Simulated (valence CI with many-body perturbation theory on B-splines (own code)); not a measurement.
## E1 transitions of Pm54+

Calculated by valence CI with perturbative core correlation (CI+MBPT): five valence electrons over a frozen Dirac-Fock core [He], a basis of 11 s, 11 p, 10 d, 8 f, 5 g, 2 h functions for each j, with the one-electron correlation potential Σ1 (screened to all orders), the two-electron term Σ2, the three-electron term Σ3, Breit, model QED; selected single and double excitations, second order for the rest, scaled by the run's own slope (own B-spline code, finite nucleus).

No measured spectrum was set against this ion. As an estimate, large intervals hold to a few tenths of a per cent, small ones and those within an open d or f shell to about a per cent. Among the levels kept, up to 7300 cm⁻¹ of a level comes from second order outside the variational space, and about a tenth of that is noise between levels of different J, which matters for small intervals.

Lines 1 to 50 of 600 in falling wavelength, among levels below 7955.8 eV, chosen from the strongest by gf and those to the six lowest levels. Wavelengths and rates use the calculated energies. Electric multipoles are in the length gauge, E1 and E2 with the static RPA response of the core. Weak lines are less certain than strong ones. Lines between different terms over intervals too small for the method are left out, as are lines whose strength nearly cancels. The highest levels of a list are the least certain.

Levels are named by their leading jj configuration (3d3/2^4 stands for four electrons in 3d with j = 3/2), which in mixed levels can hold well under half, so a name can repeat and another be missing. Letters in brackets count levels of one name in rising energy.

```csv
λ vac (Å),Upper,Lower,A (s⁻¹),log gf,Branch %
188.5,(2s 2p1/2 2p3/2^2 3p1/2) J=7/2,(2s 2p1/2 2p3/2^2 3s) J=5/2 [b],1.91e+09,-1.09,0.0
169.9,(2s^2 2p1/2 2p3/2 3p1/2) J=5/2,(2s^2 2p1/2 2p3/2 3s) J=3/2 [b],2.84e+09,-1.13,0.3
158.6,(2s^2 2p1/2 2p3/2 3p1/2) J=5/2,(2s^2 2p1/2 2p3/2 3s) J=5/2,3.41e+09,-1.11,0.4
153.1,(2s 2p1/2 2p3/2^2 3p1/2) J=3/2 [a],(2s 2p1/2 2p3/2^2 3s) J=5/2 [a],6.48e+09,-1.04,0.0
142.7,(2s 2p1/2 2p3/2^2 3p1/2) J=7/2,(2s 2p1/2 2p3/2^2 3s) J=7/2,4.27e+09,-0.98,0.0
142.7,(2s^2 2p3/2^2 3p1/2) J=5/2,(2s^2 2p3/2^2 3s) J=3/2,5.18e+09,-1.02,0.1
135.9,(2s 2p1/2^2 2p3/2 3p1/2) J=3/2 [a],(2s 2p1/2^2 2p3/2 3s) J=5/2,7.60e+09,-1.07,0.0
135.1,(2s^2 2p3/2^2 3p1/2) J=3/2,(2s^2 2p3/2^2 3s) J=5/2,9.28e+09,-0.99,0.4
134.9,(2s 2p1/2 2p3/2^2 3p1/2) J=5/2 [a],(2s 2p1/2 2p3/2^2 3s) J=5/2 [a],5.59e+09,-1.04,0.0
134.9,(2s 2p1/2^2 2p3/2 3p1/2) J=5/2,(2s 2p1/2^2 2p3/2 3s) J=5/2,5.48e+09,-1.05,0.0
130.6,(2s^2 2p3/2^2 3p1/2) J=5/2,(2s^2 2p3/2^2 3s) J=5/2,6.17e+09,-1.02,0.2
120.1,(2s 2p1/2 2p3/2^2 3p1/2) J=3/2 [d],(2s 2p1/2 2p3/2^2 3s) J=5/2 [c],9.77e+09,-1.07,0.0
114.8,(2s^2 2p1/2 2p3/2 3p1/2) J=3/2 [b],(2s^2 2p1/2 2p3/2 3s) J=5/2,1.27e+10,-1.00,0.6
108.9,(2s 2p1/2 2p3/2^2 3p1/2) J=5/2 [b],(2s 2p1/2 2p3/2^2 3s) J=7/2,1.45e+10,-0.81,0.0
105.4,(2s 2p1/2 2p3/2^2 3d5/2) J=5/2 [f],(2s 2p1/2 2p3/2^2 3p3/2) J=3/2 [g],1.15e+10,-0.94,0.0
104.7,(2s 2p1/2 2p3/2^2 3d5/2) J=7/2 [e],(2s 2p1/2 2p3/2^2 3p3/2) J=5/2 [f],8.91e+09,-0.93,0.0
103.8,(2s^2 2p1/2 2p3/2 3d5/2) J=7/2 [a],(2s^2 2p1/2 2p3/2 3p3/2) J=5/2 [a],1.55e+10,-0.70,0.1
103.7,(2s 2p1/2^2 2p3/2 3d5/2) J=5/2 [a],(2s 2p1/2^2 2p3/2 3p3/2) J=5/2 [a],8.48e+09,-1.09,0.0
103.3,(2s^2 2p3/2^2 3d5/2) J=5/2 [b],(2s^2 2p3/2^2 3p3/2) J=3/2,1.46e+10,-0.85,0.0
103.1,(2s 2p1/2 2p3/2^2 3d5/2) J=7/2 [b],(2s 2p1/2 2p3/2^2 3p3/2) J=5/2 [b],8.48e+09,-0.97,0.0
102.4,(2s 2p1/2 2p3/2^2 3d5/2) J=9/2 [a],(2s 2p1/2 2p3/2^2 3p3/2) J=7/2 [a],1.79e+10,-0.55,3.1
102.0,(2s^2 2p3/2^2 3d5/2) J=9/2,(2s^2 2p3/2^2 3p3/2) J=7/2,1.85e+10,-0.54,35.1
101.9,(2s 2p1/2^2 2p3/2 3d5/2) J=9/2,(2s 2p1/2^2 2p3/2 3p3/2) J=7/2,2.56e+10,-0.40,46.5
101.1,(2s 2p1/2 2p3/2^2 3d5/2) J=11/2,(2s 2p1/2 2p3/2^2 3p3/2) J=9/2,2.59e+10,-0.32,6.1
100.9,(2s^2 2p3/2^2 3d5/2) J=7/2,(2s^2 2p3/2^2 3p3/2) J=5/2,1.39e+10,-0.77,0.6
100.1,(2s 2p1/2^2 2p3/2 3d5/2) J=3/2 [b],(2s 2p1/2^2 2p3/2 3p3/2) J=1/2 [b],1.82e+10,-0.96,0.0
99.65,(2s 2p1/2 2p3/2^2 3d5/2) J=9/2 [b],(2s 2p1/2 2p3/2^2 3p3/2) J=7/2 [b],2.10e+10,-0.51,1.3
99.56,(2s 2p1/2 2p3/2^2 3d5/2) J=5/2 [a],(2s 2p1/2 2p3/2^2 3p3/2) J=3/2 [a],1.31e+10,-0.93,0.0
98.71,(2s 2p1/2 2p3/2^2 3d5/2) J=7/2 [a],(2s 2p1/2 2p3/2^2 3p3/2) J=5/2 [a],2.07e+10,-0.62,0.1
98.56,(2s 2p1/2 2p3/2^2 3d5/2) J=9/2 [b],(2s 2p1/2 2p3/2^2 3p3/2) J=9/2,5.19e+09,-1.12,0.3
98.42,(2s 2p1/2 2p3/2^2 3d5/2) J=7/2 [e],(2s 2p1/2 2p3/2^2 3p3/2) J=5/2 [e],1.34e+10,-0.81,0.0
98.27,(2s^2 2p1/2 2p3/2 3d5/2) J=7/2 [b],(2s^2 2p1/2 2p3/2 3p3/2) J=5/2 [b],2.07e+10,-0.62,0.0
98.09,(2s 2p1/2^2 2p3/2 3d5/2) J=5/2 [b],(2s 2p1/2^2 2p3/2 3p3/2) J=3/2 [b],2.34e+10,-0.69,0.0
98.04,(2s 2p1/2 2p3/2^2 3d5/2) J=7/2 [d],(2s 2p1/2 2p3/2^2 3p3/2) J=5/2 [d],2.21e+10,-0.59,0.1
97.73,(2s 2p1/2 2p3/2^2 3d5/2) J=5/2 [d],(2s 2p1/2 2p3/2^2 3p3/2) J=3/2 [d],1.96e+10,-0.77,0.0
97.39,(2s 2p1/2 2p3/2^2 3d3/2) J=9/2,(2s 2p1/2 2p3/2^2 3p3/2) J=7/2 [a],7.30e+09,-0.98,0.4
97.37,(2s 2p1/2^2 2p3/2 3d5/2) J=7/2 [b],(2s 2p1/2^2 2p3/2 3p3/2) J=5/2 [b],2.83e+10,-0.49,0.0
97.34,(2s 2p1/2^2 2p3/2 3d5/2) J=7/2 [a],(2s 2p1/2^2 2p3/2 3p3/2) J=5/2 [a],2.40e+10,-0.56,0.0
97.16,(2s^2 2p1/2 2p3/2 3d5/2) J=9/2,(2s^2 2p1/2 2p3/2 3p3/2) J=7/2,2.73e+10,-0.41,60.2
96.52,(2s 2p1/2 2p3/2^2 3d5/2) J=9/2 [c],(2s 2p1/2 2p3/2^2 3p3/2) J=7/2 [c],2.88e+10,-0.40,0.5
96.50,(2s^2 2p1/2 2p3/2 3d5/2) J=5/2 [b],(2s^2 2p1/2 2p3/2 3p3/2) J=3/2 [b],1.13e+10,-1.02,0.0
96.00,(2s^2 2p1/2^2 3d5/2) J=5/2,(2s^2 2p1/2^2 3p3/2) J=3/2,2.85e+10,-0.63,0.0
94.83,(2s 2p1/2 2p3/2^2 3d5/2) J=5/2 [c],(2s 2p1/2 2p3/2^2 3p3/2) J=3/2 [c],1.95e+10,-0.80,0.0
92.66,(2s 2p1/2 2p3/2^2 3d5/2) J=5/2 [e],(2s 2p1/2 2p3/2^2 3p3/2) J=3/2 [e],1.39e+10,-0.97,0.0
92.64,(2s 2p1/2^2 2p3/2 3d5/2) J=5/2 [a],(2s 2p1/2^2 2p3/2 3p3/2) J=3/2 [a],1.98e+10,-0.81,0.0
92.18,(2s^2 2p1/2 2p3/2 3d5/2) J=5/2 [a],(2s^2 2p1/2 2p3/2 3p3/2) J=3/2 [a],2.12e+10,-0.79,0.0
90.08,(2s 2p1/2 2p3/2^2 3d5/2) J=7/2 [c],(2s 2p1/2 2p3/2^2 3p3/2) J=5/2 [c],2.40e+10,-0.63,0.0
88.18,(2s^2 2p1/2 2p3/2 3d5/2) J=3/2 [a],(2s^2 2p1/2 2p3/2 3p3/2) J=1/2 [a],1.85e+10,-1.07,0.0
87.03,(2s 2p1/2 2p3/2^2 3d5/2) J=3/2 [d],(2s 2p1/2 2p3/2^2 3p3/2) J=1/2 [c],2.33e+10,-0.98,0.0
85.57,(2s 2p1/2 2p3/2^2 3d5/2) J=3/2 [c],(2s 2p1/2 2p3/2^2 3p3/2) J=1/2 [b],1.99e+10,-1.06,0.0
```
